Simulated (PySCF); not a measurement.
**W⁺: excitation energy**

W⁺ [Xe] 4f14 5d4 6s1 (6D) → W⁺ [Xe] 4f14 5d3 6s1 6p1 (high-spin determinant), as a difference of total energies. All numbers are calculated (PySCF 2.14, a scalar-relativistic core potential, in aug-cc-pwCVDZ-PP with ECP60MDF). Correlated levels: valence: 5s2 5p6 frozen; valence and next inner shell: nothing frozen outside the core potential. The calculations carry no spin-orbit coupling.

| method | excitation energy (eV) |
| --- | --- |
| UHF | 4.852 |
| PBE | 5.945 |
| PBE0 | 5.818 |
| M06 | 6.244 |
| BHandHLYP | 5.530 |
| revPBE | 5.917 |
| MP2 (valence) | 5.251 |
| SCS-MP2 (valence) | 4.985 |
| MP2 (valence and next inner shell) | 5.469 |
| SCS-MP2 (valence and next inner shell) | 5.226 |

Q: How much does correlation contribute at MP2 (valence and next inner shell)?

A: 5.469 − (4.852) = 0.617 eV, measured against UHF.

The determinant of the upper state mixes LS terms, which raises its energy above the lowest term, most at the Hartree-Fock and MP2 levels.
